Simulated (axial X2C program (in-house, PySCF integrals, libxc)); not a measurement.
# Potential curves of InSe, without spin–orbit coupling

All values were computed with an in-house relativistic program for diatomic molecules. Spin-free means the one-electron spin-free X2C Hamiltonian. Basis: In dyall-cv3z [11s12p9d4f1g], Se dyall-cv3z [8s9p6d4f1g] (cores contracted in-house); Gaussian nuclei, density fitting, unrestricted open shells. Masses: In 114.904 u, Se 79.917 u.

State: M_S = 1/2, Λ = 0 (beyond evenly filled blocks: σα). Energies in kJ/mol from the fragments at the same level (In + Se). Fits are polynomials in 1 − R0/R over 0.85 to 1.23 times the lowest point R0.

```csv
R (Å),HF,BLYP,CCSD
2.1071,-53.91,-193.60,
2.2040,-103.17,-245.95,-227.90
2.2767,-123.82,-268.69,-247.11
2.3493,-135.01,-281.21,-256.40
2.4220,-139.64,-286.25,-258.57
2.5068,-139.29,-285.41,-254.83
2.5915,-134.65,-279.64,-246.64
2.7005,-124.47,-267.77,-232.21
2.8337,-108.09,-249.68,
3.0275,-80.51,-221.18,
```

Correlated methods: 19 electrons correlated (number of frozen shells: In 4 s, 3 p, 1 d; Se 3 s, 2 p, 1 d), 275 virtual spin orbitals or spinors in MP2, 110 natural virtuals in coupled cluster.

Dissociation energies refer to the lowest single-determinant-based atoms at the same level and basis. CCSD ran in a truncated set of natural virtual spinors with an MP2 remainder; without triples it tends to underbind. The state is one determinant with fixed occupations, lowest in a PBE0 search at one distance only: followed along the bond, the 2c determinant Ω = 3/2 reaches 0.02 eV lower at PBE0, at Re = 2.632 Å, so the state shown is not the lowest. At some level and bond length an empty orbital lies below a filled one. Spin-free De lacks the spin–orbit lowering of the heavy p-block atom, a tenth of an eV or more for 4p and 5p, up to an eV for 6p and one to two eV for 7p atoms, less what an open-shell molecule gains itself. Coupled cluster ran on the points near the minimum only. MP2 and coupled cluster on one determinant become unreliable at the stretched end.

**Question.** What are Re, ωe and De at the HF level?

**Answer.** At HF, spin-free: Re = 2.457 Å, ωe ≈ 210 cm⁻¹, De = 1.45 eV to In + Se; Be follows as 0.0592 cm⁻¹.

**Question.** Fit the BLYP curve near its minimum: give the equilibrium distance, the harmonic wavenumber and the well depth.

**Answer.** At BLYP, spin-free: Re = 2.451 Å, ωe ≈ 230 cm⁻¹, De = 2.97 eV to In + Se; Be follows as 0.0595 cm⁻¹.

**Question.** Fit the CCSD curve near its minimum: give the equilibrium distance, the harmonic wavenumber and the well depth.

**Answer.** At CCSD, spin-free: Re = 2.413 Å, ωe ≈ 244 cm⁻¹, De = 2.68 eV to In + Se; Be follows as 0.0614 cm⁻¹.
